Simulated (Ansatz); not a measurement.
```yaml
crystal:
  periodic: [false, false, false]
  atoms:
    - {symbol: S, position_ang: [2.327505, -2.866520, -0.100413]}
    - {symbol: C, position_ang: [1.319926, -1.434738, 0.072729]}
    - {symbol: S, position_ang: [0.015488, -1.886814, 0.570037]}
    - {symbol: C, position_ang: [-1.131327, -0.253827, 0.527853]}
    - {symbol: C, position_ang: [-0.652950, 0.507257, -0.468865]}
    - {symbol: C, position_ang: [0.646965, 1.182875, -0.340085]}
    - {symbol: S, position_ang: [1.939966, 0.113381, -0.439571]}
    - {symbol: H, position_ang: [-2.460884, -0.732572, 0.573502]}
    - {symbol: H, position_ang: [-0.902536, 0.099780, 1.831135]}
    - {symbol: H, position_ang: [-0.864022, 0.231943, -1.398098]}
    - {symbol: H, position_ang: [-1.468945, 1.727745, -0.579330]}
    - {symbol: H, position_ang: [0.573766, 1.259954, 0.534255]}
    - {symbol: H, position_ang: [0.656470, 2.016919, -1.179914]}
basis:
  gaussian: {orbitals: def2-mTZVPP}
total_charge: 1
magnetization: {spin_polarized: true, initial_magnetization: 1}
hamiltonian: {xc: {name: M06-2X}, dispersion: d4}
accuracy: high
output: {forces: true}
```

```sh
$ ansatz run in.yaml --threads 2 --pin off --events-out ev --progress --plain --max-ram 31744MiB --backend cpu
```

How does Ansatz answer? (Estimate.)

The calculation gave: The input was rejected before any iteration.
```
Error: YAML parse error: error: line 21 column 19: hamiltonian.xc: no functional is named "M06-2X"; the names, which are not case-sensitive, are SVWN5, SPW92, PBE, PBE0, PBEsol, revPBE, revPBE0, RPBE, rPW86-PBE, HSE06, wPBEh, LC-wPBE, HISS, HF, BLYP, B3LYP, B3LYP5, BHLYP, CAM-B3LYP, r2SCAN, r2SCANh, r2SCAN0, r2SCAN50, m-r2SCAN, B97, wB97, wB97X, wB97X-V, B97M-V, wB97M-V, B2PLYP, B2GP-PLYP, PBE0-DH, PBE-QIDH
19 | total_charge: 1
20 | magnetization: {spin_polarized: true, initial_magnetization: 1}
21 | hamiltonian: {xc: {name: M06-2X}, dispersion: d4}
22 | accuracy: high
23 | output: {forces: true}
```

HSE06 is defined as in plane-wave codes.
